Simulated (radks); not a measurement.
Dipole-allowed excitations along the series with 3 electrons in [He] 2s1. All-electron calculation, non-relativistic Kohn-Sham, exchange-only LDA, spin-polarised, spherical densities, point nucleus; open shells are filled with parallel spins first. Program: a radial shooting solver on a logarithmic mesh with Libxc functionals. Time-dependent linear response with the Hartree and adiabatic exchange-only LDA kernel, continuum included through the Sternheimer equations. Lines are the poles of the dipole polarisability below minus the highest occupied eigenvalue, found on a grid refined at the orbital gaps; the lowest seven at most are given, and weak or close lines can be missed. The first line takes the name of the lowest orbital gap if no other gap lies below it; otherwise a line is named after a gap within 0.6 % of it, if that gap stands alone.

Mn22+: -e(HOMO) (eV) 1821.5; lowest orbital gap (eV) 2s-2p 44.758; first line (eV) 48.015 (2s-2p); f 0.0541; strongest line (eV) 1050.2 (2s-3p); its f 0.383; static alpha (bohr^3) 0.01776
Fe23+: -e(HOMO) (eV) 1982.5; lowest orbital gap (eV) 2s-2p 46.689; first line (eV) 50.082 (2s-2p); f 0.0519; strongest line (eV) 1141.3 (2s-3p); its f 0.385; static alpha (bohr^3) 0.01565
Co24+: -e(HOMO) (eV) 2150.2; lowest orbital gap (eV) 2s-2p 48.619; first line (eV) 52.145 (2s-2p); f 0.0499; strongest line (eV) 1236.1 (2s-3p); its f 0.387; static alpha (bohr^3) 0.01386
Ni25+: -e(HOMO) (eV) 2324.7; lowest orbital gap (eV) 2s-2p 50.549; first line (eV) 54.212 (2s-2p); f 0.0480; strongest line (eV) 1334.8 (2s-3p); its f 0.389; static alpha (bohr^3) 0.01234
